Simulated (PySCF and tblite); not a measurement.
Values are calculated unless marked as measured or tabulated.
System: C₃H₁₂AsBSi, numbered as in [CH3:1][B:2]([CH3:3])[As:4]([CH3:5])[SiH3:6].

Motion: pyramidal inversion at As4. GFN2-xTB gives an electronic barrier of 15.7 kcal/mol.

Spin–orbit effects of heavy atoms on shieldings are missing.

(1) What does BP86/pcSseg-1 + D3(BJ) give on GFN2-xTB geometries?

Programs: tblite and PySCF.

## Answers

(1) A barrier of 9.4 kcal/mol, 6.2 below the tight-binding barrier (from unrounded values) and, with GFN2-xTB thermal terms, ΔG‡(298 K) = 9.6 kcal/mol and k = 6.1×10⁵ s⁻¹ (1 equivalent path).
